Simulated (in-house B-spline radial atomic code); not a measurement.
**RPA and G0W0 on HSE06: the magnesium ion Mg⁺**

Configuration [Ne] 3s1, highest spin, mean-field start HSE06. Computed with an all-electron radial atomic-structure program (B-spline basis): all electrons, non-relativistic, point nucleus, each spin shell either full or empty, empty states to l = 9 with an (l + 1/2)⁻⁴ tail; G0W0 by contour deformation at full frequency.

RPA overbinds a lone outer s electron by self-correlation, and G0W0 tends to as well.

Command:
```bash
python run_gw.py task.json out
```
Settings (radii: box in bohr, nucleus in fm):
```
Z                        12
electrons                11
configuration            [Ne] 3s1
hamiltonian              nr
method                   hse06
lmax                     9
spin_polarised           True
box_radius               23.78
intervals                49
ion_configuration        [He] 2s2 2p6
```

Run time, properties included: 2.9 s on 1 thread of Arm Neoverse N1, on a shared host.

Energies (hartree):

| term | value |
| --- | --- |
| mean-field total | -199.70788 |
| Hartree-Fock functional on these orbitals | -199.36709 |
| direct second order | -0.71182 |
| second-order exchange | 0.26447 |
| SOSEX correction | 0.23803 |

What is the RPA correlation energy, and what remains with SOSEX?

RPA gives -0.62025 hartree (-1.53 eV per electron); RPA + SOSEX gives -0.38222, and the second-order doubles -0.44735 hartree (no singles). SOSEX takes back 38 % of the RPA value.

Quasi-particle levels (eV):

```json
{"level": "3s up", "occupied": "yes", "mean field": "-12.326", "Σx - vxc": "-2.44", "Σc": "?", "QP weight": "?", "G0W0": "?"}
{"level": "3s down", "occupied": "no", "mean field": "-9.336", "Σx - vxc": "3.47", "Σc": "-1.70", "QP weight": "0.897", "G0W0": "-7.563"}
```

G0W0 = mean field + (Σx - vxc) + Σc, with Σc (partial-wave tail included) taken at the quasi-particle energy. Only the outer levels were computed. Levels of low weight are left out.

Where does G0W0 put 3s up?

At -15.557 eV, with Σc = -0.79 eV and a quasi-particle weight of 0.929. The tabulated removal energy is 15.035 eV (NIST, measured); the calculation leaves out relativity, Breit and QED terms, and what these don't explain is the method's own error.

What does it cost to remove one electron (to [He] 2s2 2p6) by differences of total energies, each species on its own start (correlation terms add to the Hartree-Fock functional)?

HSE06 15.238 eV, Hartree-Fock functional 14.698 eV, + RPA 15.537 eV, + RPA + SOSEX 14.968 eV, + second order 15.069 eV. Tabulated: 15.035 eV (NIST, measured); the calculation leaves out relativity, Breit and QED terms, and what these don't explain is the method's own error.
